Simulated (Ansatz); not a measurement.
`[SiH3][CH2][SnH2][SH]` and `F[CH2][SnH2][SH]` differ in one atom or group.

Ansatz, PBE0-D4/def2-TZVP geometries, multiplicity 1. Each molecule was computed in one conformer, which needn't be the lowest.

Elements past krypton have def2 core potentials.

| property | `[SiH3][CH2][SnH2][SH]` |
| --- | --- |
| HOMO energy (B3LYP/def2-TZVPP) / eV | -6.94 |
| LUMO energy (ωB97M-V/def2-TZVPP) / eV | 1.16 |
| LUMO energy (B3LYP/def2-TZVPP) / eV | -0.66 |
| HOMO energy (PBE0/def2-TZVPP) / eV | -7.19 |
| HOMO–LUMO gap (ωB97M-V/def2-TZVPP) / eV | 10.54 |
| HOMO–LUMO gap (PBE0/def2-TZVPP) / eV | 6.80 |

Problem. Give the same properties after the change, and the shifts. (Estimate.)

Solution. Ansatz gave: 
| property | `F[CH2][SnH2][SH]` | shift |
| --- | --- | --- |
| HOMO energy (B3LYP/def2-TZVPP) / eV | -6.98 | -0.04 |
| LUMO energy (ωB97M-V/def2-TZVPP) / eV | 1.09 | -0.07 |
| LUMO energy (B3LYP/def2-TZVPP) / eV | -0.77 | -0.11 |
| HOMO energy (PBE0/def2-TZVPP) / eV | -7.22 | -0.03 |
| HOMO–LUMO gap (ωB97M-V/def2-TZVPP) / eV | 10.49 | -0.05 |
| HOMO–LUMO gap (PBE0/def2-TZVPP) / eV | 6.72 | -0.08 |

B3LYP here is the variant with VWN-RPA as its local correlation; programs differ in this.
